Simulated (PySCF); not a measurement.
Ligands exchanged one at a time, Ga Cl-H. Isolated molecules, 0 K electronic values unless said otherwise. Strings in code marks are SMILES.

The numbers are results of PBE-D3(BJ)/def2-TZVP (PySCF), not measurements. 

| species | dipole moment (D) | HOMO (eV) | HOMO–LUMO gap (eV) |
|---|---|---|---|
| 1 of 3 Cl replaced by H (`[Cl][GaH][Cl]`) | 1.65 | -7.73 | 5.19 |
| 2 of 3 Cl replaced by H | 1.88 | -7.12 | 4.48 |
| 3 of 3 Cl replaced by H (`[GaH3]`) | 0.00 | -7.34 | 4.68 |
